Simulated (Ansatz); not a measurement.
The cluster Mg7⁺. Charge 1, multiplicity 2. Geometry PBE0/def2-SVP.

Cartesian coordinates in Å:
```
Mg 1.324 -1.560 -1.944
Mg -0.990 1.164 2.371
Mg -3.215 -0.329 0.869
Mg -0.594 -1.712 0.827
Mg 2.387 1.321 -1.939
Mg -0.729 0.864 -0.943
Mg 1.816 0.253 0.759
```

LC-ωPBE has ω = 0.4 bohr⁻¹. At LC-ωPBE/def2-TZVP the charge 1 doublet is spin-contaminated (final ⟨S²⟩ up to 0.92, 0.75 for a pure state). Another isomer (doublet) lies 0.05 eV lower at PBE0/def2-TZVP; other spin states weren't run for this one.

Estimate the α-spin orbital energies around the gap (eV) in Ansatz with LDA (SPW92)/def2-TZVP, PBE/def2-TZVP, PBE0/def2-SVP, PBE0/def2-TZVP, LC-ωPBE/def2-TZVP.


| orbital | LDA (SPW92)/def2-TZVP | PBE/def2-TZVP | PBE0/def2-SVP | PBE0/def2-TZVP | LC-ωPBE/def2-TZVP |
| --- | --- | --- | --- | --- | --- |
| HOMO−9 | -50.37 | -50.24 | -54.65 | -54.32 | -56.06 |
| HOMO−8 | -50.35 | -50.22 | -54.64 | -54.30 | -56.05 |
| HOMO−7 | -50.35 | -50.22 | -54.64 | -54.30 | -56.04 |
| HOMO−6 | -11.62 | -11.50 | -12.73 | -12.70 | -15.82 |
| HOMO−5 | -10.23 | -10.12 | -11.11 | -11.10 | -13.74 |
| HOMO−4 | -8.83 | -8.70 | -9.39 | -9.39 | -11.34 |
| HOMO−3 | -8.81 | -8.70 | -9.38 | -9.38 | -11.32 |
| HOMO−2 | -8.11 | -7.99 | -8.51 | -8.51 | -10.11 |
| HOMO−1 | -7.57 | -7.43 | -7.88 | -7.90 | -9.36 |
| HOMO | -7.21 | -7.15 | -7.63 | -7.64 | -9.20 |
| LUMO | -6.17 | -6.08 | -5.60 | -5.58 | -4.09 |
| LUMO+1 | -6.16 | -6.05 | -5.55 | -5.51 | -3.95 |
| LUMO+2 | -5.94 | -5.83 | -5.35 | -5.32 | -3.87 |
| LUMO+3 | -5.88 | -5.78 | -5.29 | -5.25 | -3.77 |
| LUMO+4 | -5.50 | -5.43 | -4.93 | -4.91 | -3.41 |
| LUMO+5 | -5.50 | -5.39 | -4.88 | -4.85 | -3.35 |
| β HOMO | -7.50 | -7.38 | -7.81 | -7.83 | -9.30 |
| β LUMO | -6.86 | -6.64 | -6.06 | -6.06 | -4.40 |
